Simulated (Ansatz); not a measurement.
Energy needed to pull apart CH2I (SMILES [CH2]I), doublet, into free ground-state atoms, from the structure below (displaced at random from a GFN2-xTB minimum); no zero-point or spin–orbit terms; open-shell atoms are treated unrestricted, in their ground-state multiplicity.

```xyz
4
angstrom
C -0.0652 -0.0860 -0.1974
I 0.5506 1.0933 1.3161
H -0.9708 0.3079 -0.9972
H 0.3904 -1.1679 -0.0696
```

Program: Ansatz 0.2.0. Basis: def2-TZVPP. Cores are frozen in the correlated methods; orbitals are unrestricted. Filled d shells of the heavier atoms are correlated. Core potentials replace the inner electrons of the atoms past krypton. The def2 sets are not built for correlating such inner shells, so the correlated values are less sure here.

```csv
method,atomization energy (kJ/mol)
PBE-D4,1089
revPBE-D4,?
r2SCAN-D4,1062
PBE0-D4,1058
BHLYP-D4,1001
wB97M-V,1031
HF,720
MP2,?
CCSD,993
CCSD(T),1014
```

(1) What does revPBE-D4 give? (Judge from chemistry; the value comes from the calculation.)

(2) What does MP2 give? (To be estimated.)

No T1 diagnostic of these runs exceeds 0.017. ⟨S²⟩ of the unrestricted Hartree–Fock references: 0.78 (a pure state has 0.75).

## Answers

(1) By the calculation: 1060 kJ/mol, which is about 46 kJ/mol more than CCSD(T)/def2-TZVPP.

(2) The calculation gives: 1019 kJ/mol, which is about 5 kJ/mol more than CCSD(T)/def2-TZVPP.

In triple zeta the MP2 and coupled-cluster atomization energies are still short of their basis limit by a few kcal/mol a bond, whereas those of the functionals are nearly converged, so these differences are not deviations from converged CCSD(T).

For scale, one of the runs: CCSD(T)/def2-TZVPP forces, 109 basis functions (an equivalent command: `ansatz run in.yaml --threads 4`). The run took 82 s on 4 CPU threads (shared host), with 1.8 GiB of host memory at its peak.
